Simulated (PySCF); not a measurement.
# MPb for M along the alkali metals

PBE with double-zeta basis sets in PySCF, for the lowest determinant that a PBE0 search found; no spin–orbit coupling. De refers to high-spin ground-configuration atoms. A positive dipole means M(−)Pb(+).

```
 M               basis  state (unpaired electrons)  Re (Å)  ωe (cm⁻¹)  De (eV)  μ (D)
Li  cc-pVDZ/cc-pVDZ-PP         quartet (σ ↑, π ↑↑)   2.667        329     1.36  -4.60
Na            def2-SVP         quartet (σ ↑, π ↑↑)   2.992        158     1.07  -5.94
 K            def2-SVP         quartet (σ ↑, π ↑↑)   3.348        116     1.18  -8.29
Cs            def2-SVP         quartet (σ ↑, π ↑↑)   3.644       71.8     1.30  -9.19
```

Problem. The row for M = Rb is missing. Estimate Re, ωe and De as the mean of the rows for K and Cs, and compare with the calculation.

Solution. The means are 3.496 Å, 93.9 cm⁻¹ and 1.24 eV. PBE in def2-SVP gives RbPb as a quartet (σ ↑, π ↑↑) with Re = 3.512 Å, ωe = 82.6 cm⁻¹, De = 1.17 eV, so the estimate is off by -1.6 pm, +14 % and +0.07 eV.

The rows differ in basis set, which adds steps of its own.

Spin–orbit coupling is left out, which matters for elements this heavy, above all for dissociation energies. States were picked by a PBE0 search and need not be the measured ground states.
